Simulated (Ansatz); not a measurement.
Species: CaO$_{2}$, net charge 0, singlet state. 
Geometry from a B3LYP-D3(BJ)/def2-TZVP (Ansatz, an electronic-structure program) optimisation:
SMILES: [O]1[Ca][O]1
```xyz
3

Ca    -0.2812    -0.0986    -0.7569
O     -0.3328    -0.0518     1.2231
O      1.0358     0.2984     0.6690
```

Basis-set convergence of Hartree-Fock and MP2 correlation energies (hartree) with Ansatz. Valence correlation only, unless marked. No spin-orbit coupling. Frozen are the shells of the preceding noble gas and the d and f shells that filled before the atom's block. The outer core of K, Ca and their heavier congeners is not correlated, a term that matters for these elements. Non-relativistic.

| basis | functions | E(HF) | E(corr, MP2) |
|---|---|---|---|
| def2-SVPD | 73 | -826.17324 | -0.43625 |
| def2-TZVPPD | 116 | -826.43448 | -0.52971 |
| def2-QZVPPD | 202 | -826.45899 | -0.56924 |

Extrapolating the two largest sets (X = 3 and 4) as X^-3: E(corr) = (64·(-0.56924) - 27·(-0.52971))/37 = -0.5981 Eh, an estimate of the basis-set limit. The largest set recovers 95.2 % of it, the smallest 72.9 %.
